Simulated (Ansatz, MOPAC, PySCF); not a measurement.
Bond stretch in BrBe (cation, charge +1), lowest triplet found (which spin is the ground state isn't settled by this scan).

- AM1, unrestricted, heats of formation (MOPAC)
- UKS-LDA (SVWN5)/6-31G* = unrestricted LDA (SVWN5)/6-31G*, spherical d (PySCF)
- UHF/STO-3G = unrestricted Hartree-Fock/STO-3G run with PySCF
- FCI = full CI/cc-pVDZ, cores with 3d frozen in Ansatz (a quantum-chemistry and plane-wave program)

Energies relative to the lowest point of each curve between 1.87 and 2.70 Å, where full CI is lowest, in kJ/mol; the last columns give the difference from FCI:

```csv
R / Å,AM1,UKS-LDA (SVWN5)/6-31G*,UHF/STO-3G,FCI,AM1 − FCI,UKS-LDA (SVWN5)/6-31G* − FCI,UHF/STO-3G − FCI
1.54,133.9,414.1,493.6,450.3,-316.4,-36.2,43.3
1.67,78.1,213.9,251.3,236.5,-158.4,-22.6,14.7
1.78,44.3,114.4,129.7,128.6,-84.4,-14.3,1.0
1.87,24.5,63.7,68.0,72.9,-48.4,-9.3,-4.9
1.98,8.9,26.6,24.3,31.6,-22.7,-5.0,-7.3
2.03,4.4,16.3,12.8,19.8,-15.4,-3.5,-7.0
2.10,0.8,6.7,3.4,8.7,-7.9,-2.0,-5.4
2.19,0.0,0.9,0.0,1.6,-1.6,-0.7,-1.6
2.26,2.0,0.0,2.5,0.0,2.0,0.0,2.5
2.34,6.6,1.8,9.4,1.3,5.3,0.5,8.2
2.42,13.2,5.6,19.6,4.9,8.3,0.8,14.7
2.59,32.1,18.1,47.8,17.1,15.0,1.0,30.7
2.70,46.5,27.7,68.7,26.8,19.7,0.9,41.9
2.91,75.7,46.7,109.6,45.9,29.8,0.8,63.7
3.15,107.8,66.7,152.7,66.1,41.7,0.6,86.6
3.43,139.7,86.1,192.6,85.1,54.6,1.0,107.5
3.80,170.7,104.7,226.2,102.4,68.2,2.3,123.7
4.22,191.6,117.5,243.7,114.1,77.5,3.4,129.6
4.77,203.6,124.8,250.9,122.2,81.4,2.6,128.6
5.44,207.6,125.9,252.9,126.9,80.7,-0.9,126.0
6.30,208.3,122.6,253.7,129.3,79.0,-6.6,124.4
7.36,208.4,118.2,254.1,130.3,78.0,-12.2,123.8
```

AM1 is furthest from FCI at 1.54 (-316.4 kJ/mol, below); its mean absolute difference over the points is 58.9 kJ/mol.

UKS-LDA (SVWN5)/6-31G* is furthest from FCI at 1.54 (-36.2 kJ/mol, below); its mean absolute difference over the points is 5.8 kJ/mol.

UHF/STO-3G is furthest from FCI at 4.22 (129.6 kJ/mol, above); its mean absolute difference over the points is 54.4 kJ/mol.
